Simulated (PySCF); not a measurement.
**MgAs⁺: energy against distance**

Set-up: basis Mg aug-cc-pVDZ, As aug-cc-pVDZ-PP with ECP10; scalar-relativistic core potentials; PySCF 2.14. Energies in eV from Mg⁺ + As in their ground configurations at the same level. All curves are PBE0. state 1: ³Σ⁻ (triplet), unpaired electrons π ↑↑; state 2: Ms = 0 determinant of mixed spin (⟨S²⟩ near 1.0), unpaired electrons π ↑↓, a mixture of terms (⟨Lz²⟩ = 2.0), a second solution, started from another occupation; state 3: ⁵Σ⁻ (quintet), unpaired electrons σ ↑↑, π ↑↑, a second solution, started from another occupation; state 4: singlet, one real π or δ orbital doubly filled, a mixture of terms (⟨Lz²⟩ = 2.0), a second solution, started from another occupation.

```csv
R (Å),state 1,state 2,state 3,state 4
2.207,-0.969,-0.606,1.2436,0.4202
2.309,-1.272,-0.904,0.7919,0.1231
2.412,-1.435,-1.059,0.4683,-0.0278
2.489,-1.491,-1.108,0.2877,-0.0704
2.566,-1.506,-1.112,0.1477,-0.0678
2.643,-1.488,-1.084,0.0396,-0.0309
2.746,-1.432,-1.009,-0.0665,0.0566
2.874,-1.327,-0.876,-0.1542,0.2061
3.028,-1.180,-0.685,-0.2140,0.4162
3.233,-0.983,-0.413,-0.2451,0.6987
```

**Question.** Put a parabola through the three lowest points of the state 1 curve and estimate Re, k and ωe (reduced mass 18.17 u; 1 eV/Å² = 0.16022 mdyn/Å; ωe = 1302.8·√(k/μ) cm⁻¹).

**Answer.** Through R = 2.489, 2.566, 2.643 Å the second-order coefficient is 2.78 eV/Å², so Re ≈ 2.562 Å, k ≈ 0.892 mdyn/Å and ωe ≈ 289 cm⁻¹. A polynomial fit of higher order to the unrounded PBE0 energies gives Re = 2.558 Å, k = 0.866 mdyn/Å, ωe = 285 cm⁻¹; anharmonicity and rounding make the difference.

The higher-order fit for each curve: state 1: Re = 2.558 Å, ωe = 285 cm⁻¹, De = 1.51 eV; state 2: Re = 2.536 Å, ωe = 304 cm⁻¹, minimum 1.11 eV below the ground-state fragments; state 3: Re = 3.320 Å, ωe = 92.7 cm⁻¹, minimum 0.247 eV below the ground-state fragments; state 4: Re = 2.522 Å, ωe = 318 cm⁻¹, minimum 0.074 eV below the ground-state fragments.

⟨S²⟩ of the unrestricted solution departs from its pure value on part of the curve, where spin states mix. Spin–orbit coupling is left out. For an ion De counts to the pair picked by the measured ionisation energies or electron affinities, which need not be the lowest pair at this level. The state is the lowest determinant that a PBE0 search found; another state may lie lower at other levels.
